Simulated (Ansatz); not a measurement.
`[NH2][Sn]([F])([Cl])[Cl]` + H₂ → `[NH2][SnH]([F])[Cl]` + HCl at 400 K and 1 bar (hydrogenolysis of the Sn–Cl bond).

Gas-phase electronic energies from Ansatz, PBE0-D4/def2-TZVP geometries. CCSD(T)/CBS is the MP2 limit (def2-TZVPP, def2-QZVPP) plus CCSD(T) − MP2 in def2-TZVPP, frozen cores. This one scheme is used for every species. def2 core potentials past Kr. For Sn outer-core shells are correlated without core-valence functions, which leaves a few kJ/mol of doubt a bond. One conformer a species, not always the lowest.

```
                   species  CCSD(T)/CBS energy (Eh)  H − E (kJ/mol)  S (J/(mol·K))
`[NH2][Sn]([F])([Cl])[Cl]`              -1289.42050           113.3          424.2
                        H₂                 -1.17544            38.0          139.0
     `[NH2][SnH]([F])[Cl]`               -830.19021           123.3          380.9
                       HCl               -460.38127            29.6          195.4
```

H − E and S are ideal-gas, rigid-rotor, harmonic terms from PBE0-D4/def2-TZVP, for one conformer and one mirror image of each species. The MP2-based limit puts H₂ 0.8 mEh under its directly extrapolated value; such offsets cancel only in part. 1 Eh = 2625.50 kJ/mol, R = 8.31446 J/(mol·K).

Task: By hand: ΔE, ΔH, ΔS and ΔG.

Result: ΔE = (-830.19021) + (-460.38127) − (-1289.42050) − (-1.17544) = 0.02446 Eh = 64.2 kJ/mol. Δ(H − E) = 123.3 + 29.6 − 113.3 − 38.0 = 1.6, so ΔH = 65.8 kJ/mol. ΔS = 380.9 + 195.4 − 424.2 − 139.0 = 13.1 J/(mol·K). ΔG = 65.8 − 400 × (13.1)/1000 = 60.6 kJ/mol.

Task: By hand: the equilibrium constant, and the temperature at which ΔG would vanish if ΔH and ΔS stayed fixed.

Result: log₁₀ K = −ΔG/(RT ln 10) = -7.9. ΔG = 0 at ΔH/ΔS = 5023 K, far beyond where these terms or the molecules hold.

The number of gas molecules stays the same, so ΔS is small and ΔH decides. A doubt of 5 kJ/mol in ΔE shifts log₁₀ K by 0.7 here. Other conformers and mirror images would add mixing entropy, several J/(mol·K) or more a flexible species. Modes under 60 cm⁻¹, often nearly free rotors, make the harmonic entropy too high. These are equilibria of isolated gas molecules and say nothing of rates. Largest T1 diagnostic: 0.013 (customary marks: 0.02 for closed shells, 0.045 for open ones).
